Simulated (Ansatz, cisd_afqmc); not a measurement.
Species: GeHSI, charge 0, singlet. GeHSI (SMILES [I][Ge][SH]).
B3LYP-D3(BJ)/def2-TZVP minimum from Ansatz (a quantum-chemistry and plane-wave program):
```
Ge
S 1 2.2512
H 2 1.3474 1 93.51
I 1 2.5903 2 96.45 3 -180.00
```

Atomisation energy term by term, kcal/mol (programs: Ansatz, cisd_afqmc). Open shells are spin-unrestricted; no spin-orbit coupling. Cores are frozen in correlated methods (noble-gas shells, and filled d and f shells in the p block). Past Kr the def2 sets carry scalar-relativistic core potentials. AFQMC/CISD: phaseless, guided by CISD from CCSD amplitudes; bars are statistical, one sigma. Outlying blocks are dropped, and bars are widened where a walk drifts. Over all cases where full CI ran beside it in this data, AFQMC minus full CI had a median of +0.1 mEh and passed +0.4 mEh in a tenth of the cases. CBS(X,Y): correlation extrapolated as X^-3, Hartree-Fock from the larger set. A bracket is a step between two methods taken in the basis named. For partners of very few electrons the exact lower level stands in for a higher one. Spin-orbit terms, left out, reach several kcal/mol for Br and I, and more for heavier atoms.

```json
[
 {"term": "Hartree-Fock", "basis": "def2-QZVPP", "kcal/mol": "153.02"},
 {"term": "CCSD correlation", "basis": "CBS(def2-TZVPP,def2-QZVPP)", "kcal/mol": "77.34"},
 {"term": "(T)", "basis": "CBS(def2-TZVPP,def2-QZVPP)", "kcal/mol": "8.76"},
 {"term": "CCSDT(Q) - CCSD(T)", "basis": "def2-TZVPP", "kcal/mol": "0.48"},
 {"term": "sum: De", "basis": "", "kcal/mol": "239.6"}
]
```

The step beyond CCSD(T) by other levels: AFQMC/CISD in def2-SVP 0.88 ± 0.25; CCSDT(Q) in def2-SVP 0.81 kcal/mol.
